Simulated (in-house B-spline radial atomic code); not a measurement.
Radial electron density of Ru6+, [Kr] 4d2. Computed with a radial B-spline atomic code at the basis-set limit: scalar-relativistic (X2C) HSE06, spin-polarised, spherical fractional occupations, exact exchange averaged over the configuration, Fermi nucleus of rms radius 4.4809 fm.

One-electron X2C: radii and densities carry no picture-change correction, so inner-shell <1/r> comes out high (for 1s by about 2 % at Z = 33, 5 % at 54, 10 % at 75, 30 % at 118) and <r> low.

Columns: r (bohr), 4πr²n(r) (electrons per bohr), bar.

```
 0.00121    1.883 #
 0.00147    2.589 ##
 0.00178    3.525 ##
 0.00217    4.827 ###
 0.00264    6.546 ####
 0.00321    8.798 ######
  0.0039    11.69 #######
 0.00474    15.37 ##########
 0.00576     19.9 #############
   0.007    25.31 ################
 0.00851    31.51 ####################
  0.0104    38.37 ########################
  0.0126    44.89 ############################
  0.0153    50.67 ################################
  0.0186    54.75 ###################################
  0.0226    56.27 ####################################
  0.0275    54.98 ###################################
  0.0334    51.68 #################################
  0.0406     48.3 ###############################
  0.0494    47.57 ##############################
    0.06    51.45 #################################
   0.073    59.41 ######################################
  0.0887    67.34 ###########################################
   0.108    69.61 ############################################
   0.131     63.4 ########################################
   0.159    52.35 #################################
   0.194    44.76 ############################
   0.236    46.56 #############################
   0.287    52.98 #################################
   0.348     53.3 ##################################
   0.423    42.44 ###########################
   0.515    26.49 #################
   0.626    15.78 ##########
   0.761    12.98 ########
   0.925    12.99 ########
    1.12    10.87 #######
    1.37    6.476 ####
    1.66    2.817 ##
    2.02   0.8477 #
    2.46   0.1757 
    2.99   0.0246 
    3.63 0.002106 
    4.41 9.633e-05
```

On this grid the curve has 4 maxima, near 0.0226, 0.108, 0.348, 0.925 bohr.

The 4d up radial function P(r) = rR(r), positive near the nucleus:

| r (bohr) | P |
| --- | --- |
| 0.0126 | 0.001483 |
| 0.0186 | 0.004255 |
| 0.0275 | 0.01186 |
| 0.0406 | 0.03127 |
| 0.06 | 0.07663 |
| 0.0887 | 0.1683 |
| 0.131 | 0.3151 |
| 0.194 | 0.4691 |
| 0.287 | 0.4776 |
| 0.423 | 0.1686 |
| 0.626 | -0.4273 |
| 0.925 | -0.9226 |
| 1.37 | -0.8903 |
| 2.02 | -0.448 |
| 2.99 | -0.09897 |
| 4.41 | -0.006828 |
